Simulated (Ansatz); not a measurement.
C2H10AlNSi can be A, `C[SiH](N)[CH2][AlH2]`, or B, `C[SiH](C)[AlH][NH2]`.

Program: Ansatz. Geometries: PBE0-D4/def2-TZVP. ΔE: electronic, gas phase. CCSD(T)/CBS adds triple-zeta CCSD(T) − MP2 to the extrapolated MP2 energy (def2 sets, frozen cores). DFT in def2-TZVPP. B3LYP here is the variant with VWN-RPA as its local correlation; programs differ in this. One conformer a species, not always the lowest.

A:

```xyz
15

C    -1.2158    1.1660    0.6842
Si    0.5674    0.6161    0.5329
N     0.8941   -0.5435    1.7658
C     0.8379   -0.0229   -1.2067
Al   -0.5124   -1.3242   -1.7133
H    -1.3983    1.6519    1.6450
H    -1.9002    0.3111    0.6226
H    -1.4868    1.8647   -0.1121
H     1.4847    1.7563    0.8192
H     0.4025   -1.4231    1.7907
H     1.8356   -0.6536    2.1049
H     1.8328   -0.4846   -1.2314
H     0.8361    0.8128   -1.9157
H    -0.6598   -2.6679   -0.8711
H    -1.5179   -1.0590   -2.9150
```

B:

Z-matrix (Å, degrees):
```
C
Si 1 1.886
H 1 1.093 2 110.9
H 1 1.093 2 111.2 3 120.0
H 1 1.093 2 111.0 3 -119.9
C 2 1.886 1 109.6 3 56.3
Al 2 2.458 1 111.5 3 -178.5
H 2 1.499 1 107.5 3 -59.8
H 6 1.092 2 111.2 1 -177.9
H 6 1.093 2 110.6 1 -57.9
H 6 1.093 2 111.1 1 62.0
N 7 1.773 2 117.8 1 4.6
H 7 1.592 2 126.6 1 -175.1
H 12 1.008 7 125.1 2 179.5
H 12 1.007 7 124.8 2 0.1
```

Problem. Which isomer does CCSD(T)/CBS put lower? Give the gap. (Best estimate.)

Solution. Computed: B, by 32.0 kJ/mol.

Problem. Give E(B) − E(A) in kJ/mol with MP2/def2-TZVPP, PBE-D4, PBE0-D4, CCSD/def2-TZVPP, B3LYP-D4, ωB97M-V, B2PLYP. (An estimate is asked.)

Solution. The calculation gave: MP2/def2-TZVPP -26.9, PBE-D4 -45.6, PBE0-D4 -39.2, CCSD/def2-TZVPP -33.1, B3LYP-D4 -34.7, ωB97M-V -23.6, B2PLYP -35.7. None reverses the order clearly.

Largest T1 diagnostic: 0.011.

The D4 term adds +6.4 kJ/mol with B3LYP and +3.3 kJ/mol with PBE0; it sums over pairs of atoms, weighted by their polarisabilities, and B3LYP, whose exchange is more repulsive, gets the larger term. From PBE to PBE0 (25 % exact exchange), in def2-TZVPP and without D4, E(B) − E(A) moves by +7.1 kJ/mol.
